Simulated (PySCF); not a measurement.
A PySCF script (with the pyscf-properties extension) for the NMR shieldings of SMILES B(C)(C)NCB[SiH3], C3H13B2NSi, on a GFN2-xTB geometry:

```python
import basis_set_exchange as bse
import numpy as np
from pyscf import gto, dft
from pyscf.prop import nmr

atoms = """
C    -0.924672    1.115895   -0.292846
B    -1.447855   -0.377523   -0.169577
C    -3.001539   -0.712178   -0.210104
N    -0.515773   -1.380339   -0.015997
C     0.928567   -1.183269    0.106298
B     1.448478    0.108244   -0.684437
Si    2.897358    1.202517    0.069733
H    -1.267799    1.617693   -1.194726
H     0.183789    1.122290   -0.324534
H    -1.210698    1.734457    0.556675
H    -3.434237   -0.440532   -1.171209
H    -3.547269   -0.145433    0.541816
H    -3.215000   -1.766109   -0.045328
H    -0.801986   -2.340747    0.109592
H     1.186402   -1.173875    1.175675
H     1.431983   -2.061759   -0.317521
H     1.253161    0.089909   -1.846311
H     3.089849    1.042373    1.521768
H     4.213745    0.903888   -0.517298
H     2.728351    2.655175   -0.114096
"""
names = dict.fromkeys(["C", "B", "N", "Si", "H"], "pcSseg-1")
basis = {el: gto.basis.parse(bse.get_basis(n, elements=[el], fmt="nwchem")) for el, n in names.items()}
mol = gto.M(atom=atoms, basis=basis, charge=0, verbose=0)
mf = dft.RKS(mol, xc="PBE0")
mf.grids.level = 2
mf.grids.alignment = dft.numint.BLKSIZE   # the property module wants whole blocks of grid points
mf.conv_tol = 1e-9
mf.kernel()

calc = nmr.RKS(mf)   # GIAO
C = mf.mo_coeff
Co = C[:, mf.mo_occ > 0]
resp = mf.gen_response(singlet=True, hermi=2)
def vind(x):   # induced exchange potential for any number of trial vectors
    d = np.einsum("pi,xij,qj->xpq", C, 2 * x.reshape(-1, C.shape[1], Co.shape[1]), Co, optimize=True)
    return np.einsum("xpq,pi,qj->xij", resp(d - d.transpose(0, 2, 1)), C, Co, optimize=True).ravel()
mo1, _ = nmr.rhf.solve_mo1(calc, with_cphf=vind)
sigma = calc.kernel(mo1)
for i, s in enumerate(sigma):   # ppm
    w = np.linalg.eigvalsh((s + s.T) / 2)
    print("%2d %-2s iso %8.1f  s11 %8.1f  s22 %8.1f  s33 %8.1f" % (i, mol.atom_pure_symbol(i), w.mean(), *w))
```

Question: Give the expected output.

Answer: 
```
 0 C  iso    158.5  s11    132.3  s22    156.9  s33    186.1
 1 B  iso     61.0  s11     28.7  s22     39.0  s33    115.4
 2 C  iso    183.8  s11    171.3  s22    184.8  s33    195.4
 3 N  iso    125.2  s11     43.2  s22    155.2  s33    177.3
 4 C  iso    138.9  s11    121.8  s22    128.6  s33    166.2
 5 B  iso     34.3  s11    -44.4  s22      8.9  s33    138.5
 6 Si iso    459.9  s11    419.7  s22    467.4  s33    492.6
 7 H  iso     30.2  s11     26.1  s22     29.2  s33     35.3
 8 H  iso     37.8  s11     34.5  s22     36.4  s33     42.5
 9 H  iso     30.2  s11     26.2  s22     29.2  s33     35.3
10 H  iso     31.4  s11     27.4  s22     29.0  s33     37.7
11 H  iso     31.4  s11     27.3  s22     29.4  s33     37.6
12 H  iso     31.6  s11     27.2  s22     30.1  s33     37.4
13 H  iso     27.1  s11     20.2  s22     28.0  s33     33.0
14 H  iso     27.9  s11     23.3  s22     26.7  s33     33.6
15 H  iso     28.8  s11     24.5  s22     28.2  s33     33.8
16 H  iso     24.4  s11     17.0  s22     25.9  s33     30.3
17 H  iso     28.2  s11     25.1  s22     27.0  s33     32.6
18 H  iso     28.1  s11     25.3  s22     25.6  s33     33.4
19 H  iso     27.9  s11     24.9  s22     26.3  s33     32.7
```

These numbers come from an equivalent density-fitted implementation of the same equations, which agrees with the script to about 0.01 ppm for H and up to a few tenths of a ppm for heavy atoms, so last digits may differ.

Size and cost of the density-fitted run: 191 basis functions, 33 s wall time on 1 thread of an Arm Neoverse V1, shared host; peak memory 0.78 GiB.
